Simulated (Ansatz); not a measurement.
A structure drawn as `B[SiH]([SiH3])[SiH3]`, with this starting geometry:

Cartesian coordinates in Å:
```
B -0.188 -1.011 1.742
Si -0.480 -0.440 -0.025
Si -0.920 1.724 -0.009
Si 1.263 -0.781 -1.260
H -0.218 -0.283 2.679
H 0.124 -2.165 2.015
H -1.644 -1.174 -0.587
H 0.152 2.481 0.561
H -2.142 2.027 0.825
H -1.190 2.218 -1.390
H 1.667 -2.211 -1.262
H 1.071 -0.317 -2.630
H 2.505 -0.068 -0.660
```

The species carries charge 0 and has multiplicity 1.

Relax it with Ansatz at PBE-D4/def2-SVP and then PBE0-D4/def2-TZVP. Is the drawn bonding still there?

Yes, every drawn bond is still there and no new one forms.

Give the relaxed structure. (Estimate.)

The calculation gave: 
Z-matrix (Å, degrees):
```
Si
Si 1 2.345
Si 1 2.345 2 104.6
B 1 1.989 2 108.5 3 115.6
H 1 1.491 2 109.5 3 -117.2
H 2 1.488 1 110.1 3 61.3
H 2 1.487 1 109.1 3 -58.1
H 2 1.488 1 111.6 3 -178.2
H 3 1.488 1 110.0 2 -61.9
H 3 1.487 1 109.1 2 57.5
H 3 1.488 1 111.6 2 177.6
H 4 1.197 1 118.6 2 -56.4
H 4 1.195 1 123.3 2 123.6
```
All modes are real.

Atoms count as bonded under 1.1 times the sum of their covalent radii (H–H under 0.85 Å, pairs among N, O and F under 1.55 Å), and a drawn bond as lost past 1.3 times.
